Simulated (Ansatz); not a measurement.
Reaction (ligand exchange at the Si–C bond): `O[SiH2]C#C[SiH3]` + `N[SiH2][SiH3]` → `O[SiH2]N[SiH2][SiH3]` + `C#C[SiH3]`

Program: Ansatz. Geometries: PBE0-D4/def2-TZVP. ΔE: electronic, gas phase. CCSD(T)/CBS is the MP2 limit (def2-TZVPP, def2-QZVPP) plus CCSD(T) − MP2 in def2-TZVPP, frozen cores. This one scheme is used for every species. DFT in def2-TZVPP. B3LYP here is the variant with VWN-RPA as its local correlation; programs differ in this. Each species was taken in one conformer, which may not be the lowest.

| level | ΔE (kcal/mol) | difference from CCSD(T)/CBS |
| --- | --- | --- |
| PBE-D4 | -7.6 | 1.7 |
| B3LYP-D4 | -8.7 | 0.6 |
| ωB97X-V | -9.1 | 0.2 |
| ωB97M-V | -9.6 | -0.3 |
| B2PLYP | -7.7 | 1.6 |
| PBE | -6.2 | 3.1 |
| r2SCAN | -7.7 | 1.6 |
| PBE0 | -7.1 | 2.2 |
| B3LYP | -6.6 | 2.7 |
| MP2/def2-TZVPP | -8.9 | 0.4 |
| SCS-MP2/def2-TZVPP | -8.6 | 0.7 |
| CCSD/def2-TZVPP | -9.1 | 0.2 |
| CCSD(T)/def2-TZVPP | -9.1 | 0.2 |
| MP2/def2-QZVPP | -9.1 | 0.2 |
| SCS-MP2/def2-QZVPP | -8.7 | 0.6 |
| MP2/CBS(def2) | -9.1 | 0.2 |
| CCSD(T)/CBS | -9.3 | 0 |

Largest T1 diagnostic among the species: 0.013.

The D4 term adds −2.1 kcal/mol with B3LYP and −1.2 kcal/mol with PBE0; it sums over pairs of atoms, weighted by their polarisabilities, and B3LYP, whose exchange is more repulsive, gets the larger term. In def2-TZVPP, CCSD(T) changes the Hartree–Fock value by −1.5 kcal/mol (the triples alone add −0.1 kcal/mol) and MP2 by −1.3 kcal/mol. From PBE to PBE0 (25 % exact exchange), in def2-TZVPP and without D4, ΔE moves by −0.9 kcal/mol.
